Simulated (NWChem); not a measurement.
Everything below was run with NWChem. System: CH2N, charge 0, spin multiplicity 2, displaced from the optimised geometry. The structure started from a generated list of species. Its SCF solution wasn't tested for a lower state. Level: UB3LYP/def2-SVP, VWN1-RPA local correlation.

Job file:

```
start mol
memory heap 200 mb stack 900 mb global 1100 mb
geometry units angstroms nocenter noautoz
  C      0.000000     0.000000     0.512519
  N      0.000000     0.000000    -0.756487
  H     -0.962024     0.000000     1.110148
  H      0.962024     0.000000     1.110148
  symmetry group C2v
end
basis spherical
  * library def2-svp
end
dft
  xc b3lyp
  odft
  mult 2
  semidirect memsize 60000000 filesize 0
  iterations 100
  tolerances tight
end
task dft gradient
```

Output (cleaned and shortened):

```
             Northwest Computational Chemistry Package (NWChem) 7.3.0
             --------------------------------------------------------

                                NWChem Input Module
                                -------------------

 Scaling coordinates for geometry "geometry" by  1.889725989
 (inverse scale =  0.529177249)

 Turning off AUTOSYM since
 SYMMETRY directive was detected!

                             Geometry "geometry" -> ""
                             -------------------------

 Output coordinates in angstroms (scale by  1.889725989 to convert to a.u.)

  No.       Tag          Charge          X              Y              Z
 ---- ---------------- ---------- -------------- -------------- --------------
    1 C                    6.0000     0.00000000     0.00000000     0.51251900
    2 N                    7.0000     0.00000000     0.00000000    -0.75648700
    3 H                    1.0000    -0.96202400     0.00000000     1.11014800
    4 H                    1.0000     0.96202400     0.00000000     1.11014800

 Effective nuclear repulsion energy (a.u.)      26.9239827950

            Nuclear Dipole moment (a.u.)
            ----------------------------
        X                 Y               Z
 ---------------- ---------------- ----------------
     0.0000000000     0.0000000000     0.0000018897

      Symmetry information
      --------------------

 Group name             C2v
 Group number             16
 Group order               4
 No. of unique centers     3

      Symmetry unique atoms

     1    2    3


 Summary of "ao basis" -> "" (spherical)
 ------------------------------------------------------------------------------
       Tag                 Description            Shells   Functions and Types
 ---------------- ------------------------------  ------  ---------------------
 *                          def2-svp                  on all atoms

                                 NWChem DFT Module
                                 -----------------

 Summary of "ao basis" -> "ao basis" (spherical)
 ------------------------------------------------------------------------------
[...]
          SCF calculation type: DFT
          Wavefunction type:  spin polarized.
          No. of atoms     :     4
          No. of electrons :    15
           Alpha electrons :     8
            Beta electrons :     7
          Charge           :     0
          Spin multiplicity:     2
          Use of symmetry is: on ; symmetry adaption is: on
          Maximum number of iterations: 100
          AO basis - number of functions:    38
                     number of shells:    18
          Convergence on energy requested:  1.00D-06
          Convergence on density requested:  1.00D-05
          Convergence on gradient requested:  5.00D-04

              XC Information
              --------------
                         B3LYP Method XC Potential
                     Hartree-Fock (Exact) Exchange  0.200
                        Slater Exchange Functional  0.800 local
                    Becke 1988 Exchange Functional  0.720 non-local
              Lee-Yang-Parr Correlation Functional  0.810
                  VWN I RPA Correlation Functional  0.190 local

             Grid Information
             ----------------
          Grid used for XC integration:  medium
          Radial quadrature: Mura-Knowles
          Angular quadrature: Lebedev.
          Tag              B.-S. Rad. Rad. Pts. Rad. Cut. Ang. Pts.
          ---              ---------- --------- --------- ---------
          C                   0.70       49           6.0       434
          N                   0.65       49           7.0       434
          H                   0.35       45           7.0       434
          Grid pruning is: on
          Number of quadrature shells:   143
          Spatial weights used:  Erf1

          Convergence Information
          -----------------------
          Convergence aids based upon iterative change in
          total energy or number of iterations.
          Levelshifting, if invoked, occurs when the
          HOMO/LUMO gap drops below (HL_TOL):  1.00D-02
          DIIS, if invoked, will attempt to extrapolate
          using up to (NFOCK): 10 stored Fock matrices.

                    Damping( 0%)  Levelshifting(0.5)       DIIS
                  --------------- ------------------- ---------------
          dE  on:    start            ASAP                start
          dE off:    2 iters        100 iters           100 iters

      Screening Tolerance Information
      -------------------------------
          Density screening/tol_rho:  1.00D-10
          AO Gaussian exp screening on grid/accAOfunc:  14
          CD Gaussian exp screening on grid/accCDfunc:  20
          XC Gaussian exp screening on grid/accXCfunc:  20
          Schwarz screening/accCoul:  1.00D-08

                            NWChem DFT Gradient Module
                            --------------------------

  charge          =   0.00
  wavefunction    = open shell

  Using symmetry

                         DFT ENERGY GRADIENTS

    atom               coordinates                        gradient
                 x          y          z           x          y          z
   1 C       0.000000   0.000000   0.968520    0.000000   0.000000   0.020031
   2 N       0.000000   0.000000  -1.429553    0.000000   0.000000  -0.035566
   3 H      -1.817962   0.000000   2.097876   -0.011547   0.000000   0.007768
   4 H       1.817962   0.000000   2.097876    0.011547   0.000000   0.007768

                 ----------------------------------------
                 |  Time  |  1-e(secs)   |  2-e(secs)   |
                 ----------------------------------------
                 |  CPU   |       0.00   |       0.20   |
                 ----------------------------------------
                 |  WALL  |       0.00   |       0.20   |
                 ----------------------------------------

 Task  times  cpu:        0.8s     wall:        0.8s

 Total times  cpu:        0.9s     wall:        0.9s
```
